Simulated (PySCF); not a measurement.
# Si3BH7O5

The system: Si3BH7O5, a molecule drawn as a unit of a network glass or zeolite (built as: Si Si Si B3, H ends, O bridges); neutral, singlet. The structure, one conformer, was relaxed in the gas phase by PBE0-D3(BJ)/def2-SVP. No frequency run checks that it is a minimum.

SMILES: OB1O[SiH2]O[SiH2]O[SiH2]O1

Coordinates in Å:
```
O1      3.223    0.400    0.439
B2      1.888    0.326    0.198
O3      1.317   -0.901    0.139
Si4     0.323   -2.198    0.028
O5     -1.260   -1.726    0.079
Si6    -2.319   -0.462    0.066
O7     -1.507    0.952   -0.167
Si8    -0.327    2.082   -0.337
O9      1.171    1.480    0.025
H10     3.519    1.316    0.457
H11     0.578   -2.875   -1.270
H12     0.575   -3.095    1.184
H13    -3.019   -0.404    1.376
H14    -3.276   -0.650   -1.055
H15    -0.591    3.198    0.607
H16    -0.307    2.548   -1.748
```

Shieldings: GIAO PBE0/pcSseg-1. Shifts are against computed references at the same level: H TMS (σ 31.27 ppm), Si TMS (σ 352.0 ppm). Core levels by delta-SCF with SCAN, pcX-2 on the ionised atom and pcseg-1 elsewhere, spin-free X2C (2p3/2 is the spin-free 2p value less a third of a first-order spin-orbit splitting); from the vacuum level, for chosen atoms.

**Question.** Give the NMR and core-level values of the distinct atoms.

**Answer.** 
| atoms | bonded to | σ (ppm) | δ (ppm) | core level (eV) |
| --- | --- | --- | --- | --- |
| O1 | 1 B + 1 H | 232.3 | - | 1s 539.03 |
| B2 | 3 O | 87.7 | - | 1s 198.57 |
| O3 | 1 B + 1 Si | 231.2 | - | - |
| Si4 | 2 O + 2 H | 403.6 | -51.6 | - |
| O5 | 2 Si | 243.3 | - | - |
| Si6 | 2 O + 2 H | 398.9 | -46.9 | - |
| O7 | 2 Si | 250.3 | - | 1s 538.15 |
| Si8 | 2 O + 2 H | 400.1 | -48.1 | 2p3/2 108.23 |
| O9 | 1 B + 1 Si | 220.1 | - | 1s 538.38 |
| H10 | 1 O | 28.05 | 3.21 | - |
| H11 | 1 Si | 26.19 | 5.08 | - |
| H12 | 1 Si | 26.20 | 5.07 | - |
| H13 | 1 Si | 26.13 | 5.14 | - |
| H14 | 1 Si | 26.17 | 5.09 | - |
| H15 | 1 Si | 26.28 | 4.98 | - |
| H16 | 1 Si | 26.19 | 5.07 | - |

Values are those of this one static structure; atoms that internal rotation interchanges would show their mean in an NMR spectrum.

**Question.** Which of O1, O7, O9 holds its core electrons tightest, and by how much against the loosest?

**Answer.** O1 (bonded to 1 B + 1 H), by 0.89 eV over O7 (bonded to 2 Si).

**Question.** By CAM-B3LYP/def2-SVPD (TDDFT singlets, Tamm-Dancoff triplets, ionisation by delta-SCF), where does absorption start, and what does vertical ionisation take?

**Answer.** The lowest singlet lies at 7.61 eV (f 0.037), the lowest triplet at 7.33 eV; vertical ionisation takes 10.63 eV.

The 3 runs behind this took 8.6 min in all, one thread each of Arm Neoverse V1 on a shared host, launched as `OMP_NUM_THREADS=1 python cluster_run.py task.json out`.
